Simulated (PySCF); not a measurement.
C6H4Cl4Si, SMILES Clc1cccc(c1)[Si](Cl)(Cl)Cl, GFN2-xTB optimised geometry.

```
15

Cl    -2.30    -2.42     0.00
C     -1.45    -0.92     0.00
C     -2.16     0.27     0.00
C     -1.47     1.47     0.00
C     -0.09     1.48     0.00
C      0.64     0.29     0.00
Si     2.53     0.30    -0.04
Cl     3.17     0.41    -1.95
Cl     3.21     1.90     0.99
Cl     3.24    -1.39     0.81
C     -0.07    -0.92     0.00
H     -3.24     0.26     0.00
H     -2.02     2.40     0.00
H      0.44     2.42     0.00
H      0.46    -1.86     0.00
```

Density from PySCF 2.14.0 with PBE0/def2-TZVP at that geometry.

Minimum of the electron density along straight lines between bonded atoms, close to the bond critical point (lines longer than 1.1 times the sum of covalent radii, or with two minima, are not listed):

| bond | length / Å | ρ at the minimum / e bohr⁻³ | ∇²ρ there / e bohr⁻⁵ | position (fraction from the first atom) |
|---|---|---|---|---|
| Cl1–C2 | 1.728 | ? | -0.34 | 0.58 |
| C2–C3 | 1.386 | 0.322 | -0.96 | 0.52 |
| C3–C4 | 1.384 | 0.321 | -0.96 | 0.50 |
| C4–C5 | 1.383 | 0.323 | -0.96 | 0.50 |
| C5–C6 | 1.394 | 0.314 | -0.91 | 0.50 |
| C6–Si7 | 1.895 | ? | ? | 0.61 |
| Si7–Cl8 | 2.022 | 0.107 | 0.26 | 0.36 |
| Si7–Cl9 | 2.021 | 0.107 | 0.26 | 0.36 |
| Si7–Cl10 | 2.019 | 0.107 | 0.26 | 0.36 |
| C2–C11 | 1.384 | 0.323 | -0.96 | 0.52 |
| C6–C11 | 1.393 | 0.313 | -0.90 | 0.50 |
| C3–H12 | 1.079 | 0.290 | -1.05 | 0.65 |
| C4–H13 | 1.079 | 0.289 | -1.04 | 0.65 |
| C5–H14 | 1.079 | 0.290 | -1.05 | 0.65 |
| C11–H15 | 1.079 | 0.290 | -1.05 | 0.65 |

What belongs in the gaps?


- Cl1–C2, ρ at the minimum / e bohr⁻³: 0.208
- C6–Si7, ρ at the minimum / e bohr⁻³: 0.123
- C6–Si7, ∇²ρ there / e bohr⁻⁵: 0.14
